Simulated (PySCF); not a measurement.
Species: C₅H₁₀OS (charge +1 and doublet state).
Z-matrix (Å and degrees, GFN2-xTB geometry), rows numbered from 1:
```
C 
C   1  1.4889
O   2  1.2068  1  123.01
C   2  1.5205  1  115.48  3  -179.22
C   4  1.5287  2  112.66  1  -150.80
C   5  1.5194  4  111.79  2   -56.18
S   6  1.7826  5  117.67  4   164.45
H   1  1.0909  2  108.59  3  -107.93
H   1  1.0874  2  110.57  3    11.47
H   1  1.0878  2  110.47  3   134.32
H   4  1.0949  2  105.74  1    88.58
H   4  1.0894  2  109.88  1   -27.33
H   5  1.0937  4  108.21  2  -176.86
H   5  1.0934  4  109.09  2    66.23
H   6  1.1233  5  105.10  4    46.35
H   6  1.0913  5  112.97  4   -69.95
H   7  1.3457  6   97.34  5   -35.19
```

The hyperfine couplings belong to this conformer and change with its torsions.

As a line formula: `CC(=[O+])CCCS` [radical] (charge +1).

The calculation used PySCF, UKS B3LYP, pcH-1 on C H O S, non-relativistic, mean-field spin-orbit, GIAO. One conformer (not necessarily the lowest) at the GFN2-xTB geometry, without solvent, vibrations or thermal averaging. A GFN2-xTB geometry isn't a minimum of the functional, and hyperfine couplings can be far from their values at a DFT geometry, by a factor of two or more for some ions and for spin on atoms past the first row. The SCF solution wasn't tested for stability.

What is the g tensor, term by term?

```
                    Δg (ppt)      1      2      3
relativistic mass correction  -0.26  -0.26  -0.26
            gauge correction   0.01   0.05   0.07
   orbital Zeeman/spin–orbit   0.03   7.43  20.91
                       total  -0.22   7.22  20.72
```

So g = 2.00210, 2.00954, 2.02304 and g_iso = 2.01156; the tensor is rhombic: the two nearest values differ by 36 % of g3 − g1. 

Average each term over the three axes. Which is largest in size?

The orbital-Zeeman/spin–orbit term 9.46, the mass correction -0.26 and the gauge correction 0.04 ppt, for a total of 9.24 ppt. The orbital-Zeeman/spin–orbit term is the largest in size. The mass correction is the same along every axis, so the anisotropy comes from the other two: their spans along these axes are 0.05 (gauge) and 20.88 ppt (orbital Zeeman/spin–orbit).

At 93.882 GHz, how far is the centre of the isotropic spectrum from where a free electron (g = 2.002319) resonates?

B = hν/(g μB) with μB/h = 13.99624 MHz/mT gives 3349.94 mT for the free electron and 3334.56 mT at g_iso, 15.39 mT lower.

In a frozen sample, at which fields do the three g values resonate at 9.5, 34, 94 and 263 GHz (hyperfine left aside), and which band first spreads them over more than twice a line width of 1.0 mT?

```json
{"band": "X", "GHz": "9.5", "B(g3) mT": "335.51", "B(g2) mT": "337.77", "B(g1) mT": "339.02", "spread mT": "3.51"}
{"band": "Q", "GHz": "34.0", "B(g3) mT": "1200.78", "B(g2) mT": "1208.85", "B(g1) mT": "1213.34", "spread mT": "12.56"}
{"band": "W", "GHz": "94.0", "B(g3) mT": "3319.80", "B(g2) mT": "3342.10", "B(g1) mT": "3354.52", "spread mT": "34.71"}
{"band": "J", "GHz": "263.0", "B(g3) mT": "9288.39", "B(g2) mT": "9350.78", "B(g1) mT": "9385.51", "spread mT": "97.12"}
```

The spread grows in proportion to the frequency. X band is the first where it exceeds 2.0 mT.

The Mulliken spin populations are largest on S7 (+0.55) and O3 (+0.27).

The HOMO–LUMO gaps are 6.48 eV among the α and 1.81 eV among the β orbitals.

The SMILES draws the unpaired electron on O3; the largest computed Mulliken spin population is on S7 (0.55 against 0.27).
